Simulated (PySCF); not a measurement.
## Electron correlation in Hf²⁺ (hafnium, charge +2)

[Xe] 4f14 5d1 6s1, high-spin 3D determinant (an excited configuration). Computed with PySCF 2.14 in aug-cc-pwCVDZ-PP with ECP60MDF (6s6p5d3f, 70 functions), with a scalar-relativistic core potential. Frozen: 5s2 5p6; 2 electrons correlated.

With two correlated electrons CCSD is exact within the correlated space (frozen core and kept virtual orbitals).

```
level  correlation energy (mhartree)
 CCSD                          -5.55
```

Diagnostics: T1 = 0.031, D1 = 0.0626, largest double amplitude 0.025.

Spin-orbit coupling, absent here, splits the open shell strongly. T1 exceeds 0.03, a sign that the reference determinant is poor.

Cost of the coupled-cluster step: roughly 1.8 core-seconds, for 2 correlated electrons.

Iterations:

```
CC2 = 0
CCSD nocc = (np.int64(2), np.int64(0)), nmo = (66, 66)
frozen orbitals [[0, 1, 2, 3], [0, 1, 2, 3]]
max_cycle = 100
direct = 0
conv_tol = 1e-08
conv_tol_normt = 1e-06
diis_space = 8
diis_start_cycle = 0
Init t2, MP2 energy = -0.00402345440098233
Init E_corr(UCCSD) = -0.0040234544009875
cycle = 1  E_corr(UCCSD) = -0.00509804989476352  dE = -0.00107459549  norm(t1,t2) = 0.0139225
cycle = 2  E_corr(UCCSD) = -0.00541602352275032  dE = -0.000317973628  norm(t1,t2) = 0.00473236
cycle = 3  E_corr(UCCSD) = -0.00556769483224627  dE = -0.000151671309  norm(t1,t2) = 0.00195725
cycle = 4  E_corr(UCCSD) = -0.00556614018780995  dE = 1.55464444e-06  norm(t1,t2) = 0.00111429
cycle = 5  E_corr(UCCSD) = -0.00556449666715278  dE = 1.64352066e-06  norm(t1,t2) = 0.00111598
cycle = 6  E_corr(UCCSD) = -0.00555744626394208  dE = 7.05040321e-06  norm(t1,t2) = 0.00108437
cycle = 7  E_corr(UCCSD) = -0.00554570036383511  dE = 1.17459001e-05  norm(t1,t2) = 0.000571406
cycle = 8  E_corr(UCCSD) = -0.0055460802269637  dE = -3.79863129e-07  norm(t1,t2) = 4.90351e-05
cycle = 9  E_corr(UCCSD) = -0.00554580663431764  dE = 2.73592646e-07  norm(t1,t2) = 9.99551e-06
cycle = 10  E_corr(UCCSD) = -0.00554588045283595  dE = -7.38185183e-08  norm(t1,t2) = 1.68426e-06
cycle = 11  E_corr(UCCSD) = -0.00554588431777018  dE = -3.86493423e-09  norm(t1,t2) = 3.19989e-07
UCCSD converged
E(UCCSD) = -47.24281156830772  E_corr = -0.005545884317770178
```
